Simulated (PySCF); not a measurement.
CaF2. Atoms are numbered in the order given.

```xyz
3

Ca     0.0000     0.0000     0.2879
F      0.0000    -1.9004    -0.3199
F      0.0000     1.9004    -0.3199
```

Coordinates come from a PBE0-D3(BJ)/def2-TZVP optimisation. The isomer is the one that the SMILES or the coordinates give; other isomers of the formula were not compared.

Method: KT2/pcSseg-2 in PySCF.

GIAO shieldings, no solvent; atoms alike by connectivity are averaged. δ = σ(ref) − σ: ¹⁹F against CFCl3 (σ = 125.1 ppm), references at their B3LYP-D3(BJ)/def2-TZVP geometries, non-relativistic.

Estimate the chemical shifts. (An estimate is asked for; the answer gives what the named calculation found.)


```tsv
nucleus	atoms	count	δ (ppm)
¹⁹F	F2, F3	2	18.9
```
